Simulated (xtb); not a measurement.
C₂H₅S, doublet, at a GFN2-xTB geometry; GFN0-xTB run with xtb.

Here is a job for xtb.
```
$ xtb mol.xyz --gfn 0 --uhf 1 --grad --json

# file mol.xyz
8

C      1.48255365     0.65932309    -0.01655837
C     -0.03154429     0.78395239     0.00248490
S     -0.84471660    -0.82371473     0.00823708
H     -0.37104627     1.31200621     0.89543533
H     -0.39297317     1.31674827    -0.87896880
H      1.93395512     1.64948226    -0.01949031
H      1.83064329     0.11841436     0.86042594
H      1.80883038     0.12313177    -0.90475459
```

Task: What does xtb print? Leave out banner, timings and long lists.

Result: 
```
   ID    Z sym.   atoms
    1    6 C      1, 2
    2   16 S      3
    3    1 H      4-8

           -------------------------------------------------
          |                Calculation Setup                |
           -------------------------------------------------

           -------------------------------------------------
          |                 G F N 0 - x T B                 |
           -------------------------------------------------

          ...................................................
          :                      SETUP                      :
          :.................................................:
          :  # basis functions                  28          :
          :  # atomic orbitals                  27          :
          :  # shells                           17          :
          :  # electrons                        19          :
          :  electronic temp.          300.0000000     K    :
          :  accuracy                    1.0000000          :
          :  -> integral cutoff          0.2500000E+02      :
          :  -> integral neglect         0.1000000E-07      :
          ...................................................

         :::::::::::::::::::::::::::::::::::::::::::::::::::::
         ::                     SUMMARY                     ::
         :::::::::::::::::::::::::::::::::::::::::::::::::::::
         :: total energy             -10.225351192600 Eh    ::
         :: gradient norm              0.012528607394 Eh/a0 ::
         :: HOMO-LUMO gap              5.484816908564 eV    ::
         ::.................................................::
         :: H0 energy                -10.328389819765 Eh    ::
         :: repulsion energy           0.116509648916 Eh    ::
         :: electrostat energy        -0.012024109183 Eh    ::
         :: -> Gsolv                   0.000000000000 Eh    ::
         ::    -> Gsasa                0.000000000000 Eh    ::
         ::    -> Gshift               0.000000000000 Eh    ::
         :: dispersion energy         -0.001446912568 Eh    ::
         :: short-range corr.          0.000000000000 Eh    ::
         :: add. restraining           0.000000000000 Eh    ::
         :: total charge               0.000000000000 e     ::
         :::::::::::::::::::::::::::::::::::::::::::::::::::::

           -------------------------------------------------
          |                Property Printout                |
           -------------------------------------------------

    * Orbital Energies and Occupations

         #    Occupation            Energy/Eh            Energy/eV
      -------------------------------------------------------------
         1        2.0000           -0.7460130             -20.3000
         2        2.0000           -0.6298961             -17.1403
         3        2.0000           -0.6027932             -16.4028
         4        2.0000           -0.5547504             -15.0955
         5        2.0000           -0.5386330             -14.6569
         6        2.0000           -0.5102756             -13.8853
         7        2.0000           -0.5024412             -13.6721
         8        2.0000           -0.4756366             -12.9427
         9        1.6856           -0.4027586             -10.9596
        10        1.3144           -0.4012773             -10.9193 (HOMO)
        11                         -0.1997140              -5.4345 (LUMO)
        12                         -0.1537673              -4.1842
        13                         -0.1076991              -2.9306
        14                         -0.1067518              -2.9049
        15                         -0.0854464              -2.3251
        16                         -0.0765604              -2.0833
        17                         -0.0366015              -0.9960
        18                         -0.0250957              -0.6829
        19                         -0.0180548              -0.4913
        20                          0.0009006               0.0245
        21                          0.0992478               2.7007
       ...                                ...                  ...
        27                          0.3797640              10.3339
      -------------------------------------------------------------
                  HL-Gap            0.2015633 Eh            5.4848 eV
             Fermi-level            0.0000000 Eh            0.0000 eV

     #   Z          covCN         q      C6AA      α(0)
     1   6 C        3.785    -0.377    32.022     8.158
     2   6 C        3.795    -0.041    23.851     7.039
     3  16 S        1.007    -0.142   144.847    20.359
     4   1 H        0.925     0.079     1.991     2.207
     5   1 H        0.925     0.079     1.991     2.207
     6   1 H        0.925     0.122     1.594     1.974
     7   1 H        0.925     0.140     1.461     1.890
     8   1 H        0.925     0.140     1.461     1.890

 Mol. C6AA /au·bohr⁶  :        841.613798
 Mol. C8AA /au·bohr⁸  :      26611.595354
 Mol. α(0) /au        :         45.724746

Wiberg/Mayer (AO) data.
largest (>0.10) Wiberg bond orders for each atom

 ---------------------------------------------------------------------------
     #   Z sym  total        # sym  WBO       # sym  WBO       # sym  WBO
 ---------------------------------------------------------------------------
     1   6 C    3.962 --     2 C    1.010     7 H    0.981     8 H    0.981
                             6 H    0.980
     2   6 C    3.958 --     3 S    1.053     1 C    1.010     4 H    0.953
                             5 H    0.953
     3  16 S    1.125 --     2 C    1.053
     4   1 H    0.973 --     2 C    0.953
     5   1 H    0.973 --     2 C    0.953
     6   1 H    0.982 --     1 C    0.980
     7   1 H    0.984 --     1 C    0.981
     8   1 H    0.984 --     1 C    0.981
 ---------------------------------------------------------------------------

Topologies differ in total number of bonds
Writing topology from bond orders to xtbtopo.mol

 dipole moment from electron density (au)
     X       Y       Z
   0.3977   0.7654  -0.0029  total (Debye):    2.192

           -------------------------------------------------
          | TOTAL ENERGY              -10.225351192600 Eh   |
          | GRADIENT NORM               0.012528607394 Eh/α |
          | HOMO-LUMO GAP               5.484816908564 eV   |
           -------------------------------------------------

normal termination of xtb
```
